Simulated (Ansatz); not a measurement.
Level of theory: frozen-core CCSD(T)/cc-pVTZ // PBE0-D3(BJ)/def2-TZVP (Ansatz, a program for electronic structure).

Ansatz 0.2 input:
```yaml
crystal:
  periodic: [false, false, false]
  atoms:
    - { symbol: N, position_ang: [1.64235, -0.49682, -0.438444] }
    - { symbol: Al, position_ang: [0.000007, -0.000009, 0.000164] }
    - { symbol: N, position_ang: [-0.362585, 1.710722, 0.280153] }
    - { symbol: N, position_ang: [-1.279813, -1.213895, 0.158342] }
    - { symbol: H, position_ang: [2.377151, 0.128444, -0.722981] }
    - { symbol: H, position_ang: [1.976816, -1.445487, -0.439394] }
    - { symbol: H, position_ang: [-1.287393, 2.099445, 0.354123] }
    - { symbol: H, position_ang: [0.326199, 2.435787, 0.388292] }
    - { symbol: H, position_ang: [-2.181973, -1.050021, 0.571968] }
    - { symbol: H, position_ang: [-1.210759, -2.168167, -0.152223] }
basis:
  gaussian: { orbitals: cc-pVTZ }
correlation:
  method: ccsd_t
```

Output:

```
Functional definition: HF
1213 factors; integrals over basis functions are off by at most 9.8e-4 eV
mean field evaluation 1: about -11121.9642 eV, gradient 5.7e1 eV
mean field evaluation 2: about -11122.0395 eV, gradient 5.7e1 eV
mean field evaluation 4: about -11128.2989 eV, gradient 2.9e0 eV
mean field evaluation 8: about -11128.3482 eV, gradient 1.3e-1 eV
mean field evaluation 16: about -11126.3218 eV, gradient 3.2e1 eV
mean field -11128.34829643 eV, -408.9592568282 hartree, gradient 6.3e-7 eV, S^2 0.000000; 0 other end points of the search recorded, 0 dependent functions left out
8 core orbitals not correlated
reference -11128.34829643 eV, -408.9592568282 hartree; 12, 12 occupied and 188, 188 virtual orbitals, 1213 factors
second order -19.82098992 eV of doubles, -0.00000000 eV of singles
cycle   1  -20.07015926 eV  change   -2.5e-1 eV  update   7.7e-2
cycle   2  -20.46931573 eV  change   -4.0e-1 eV  update   2.2e-2
cycle   3  -20.54851127 eV  change   -7.9e-2 eV  update   1.0e-2
cycle   4  -20.54135620 eV  change    7.2e-3 eV  update   2.4e-3
cycle   5  -20.54196746 eV  change   -6.1e-4 eV  update   1.1e-3
cycle   6  -20.54198532 eV  change   -1.8e-5 eV  update   2.7e-4
cycle   7  -20.54181546 eV  change    1.7e-4 eV  update   9.0e-5
cycle   8  -20.54180226 eV  change    1.3e-5 eV  update   3.0e-5
perturbative correction -0.75179409 eV, -0.0276279232 hartree
Total energy: -11149.64189277 eV, -409.7417820608 hartree
```

Cost: around 90 core-seconds (rough).
